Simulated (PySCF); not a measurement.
ClH₂Si, SMILES [SiH2]Cl, multiplicity 2. Coordinates come from a B3LYP-D3(BJ)/def2-TZVP optimisation. The isomer is the one that the SMILES or the coordinates give; other isomers of the formula were not compared.

The numbers are results of B3LYP-D3(BJ)/def2-TZVP (PySCF), not measurements.

Harmonic wavenumbers (cm⁻¹): 531, 648, 728, 922, 2176, 2217. Rotational constants (GHz): 129.5, 6.913, 6.717; symmetry number 1.

Q: Work out the zero-point energy and the ideal-gas rigid-rotor harmonic-oscillator thermochemistry at 298.15 K and 1 atm.

A: ZPE = ½ Σ hcν = ½ × 7222 cm⁻¹ = 10.32 kcal/mol. H − E(el) = 13.00 kcal/mol. Entropy in cal/(mol K): translation 38.46, rotation 21.51, vibration 1.36, spin 1.38, total 62.71. G − E(el) = -5.69 kcal/mol. Cp = 11.32 cal/(mol K).
